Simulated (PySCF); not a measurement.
ClH3O3Ti, multiplicity 1. Atoms are numbered in the order given.

```xyz
8

Ti     0.0000     0.0000     0.3134
Cl     0.0000     0.0000    -1.9168
O     -1.6294     0.3917     0.9075
H     -1.9900     1.1950     1.3035
O      1.1539     1.2153     0.9075
H      2.0299     1.1259     1.3035
O      0.4755    -1.6069     0.9075
H     -0.0399    -2.3209     1.3035
```

Geometry: r2SCAN-D4/def2-SVP. The multiplicity is an assumed one; no other spin state was optimised. The structure was generated by enumeration; whether it is a known compound was not checked. The values are those of a single conformer.

Level of theory: PySCF with r2SCAN-D4/def2-SVP.

Frequencies are harmonic and unscaled.

Modes within 1.5 cm⁻¹ of each other (mostly degenerate sets) share a row, with their intensities summed.

Computed vibrational spectrum:
```
mode   ν (cm⁻¹)  IR (km/mol)  moving atoms (share of kinetic energy)
-----  --------  -----------  --------------------------------------
1–2         150          6.5        O 41 %, H 25 %, Cl 22 %, Ti 11 %
3           156         94.9         H 60 %, O 21 %, Cl 10 %, Ti 8 %
4–5         190         47.9                 O 62 %, H 26 %, Ti 11 %
6–7         246         72.6                          H 71 %, O 24 %
8           287        174.8                 O 41 %, H 40 %, Cl 18 %
9           412         76.3                H 66 %, Cl 18 %, Ti 10 %
10–11       432        413.1                          H 68 %, O 30 %
12          465         77.0        Ti 30 %, Cl 27 %, O 22 %, H 20 %
13          766        113.8                         O 78 %, Ti 15 %
14–15       818        382.0                         O 57 %, Ti 36 %
16–17      3876        580.4                                  H 94 %
18         3884        146.3                                  H 94 %
```
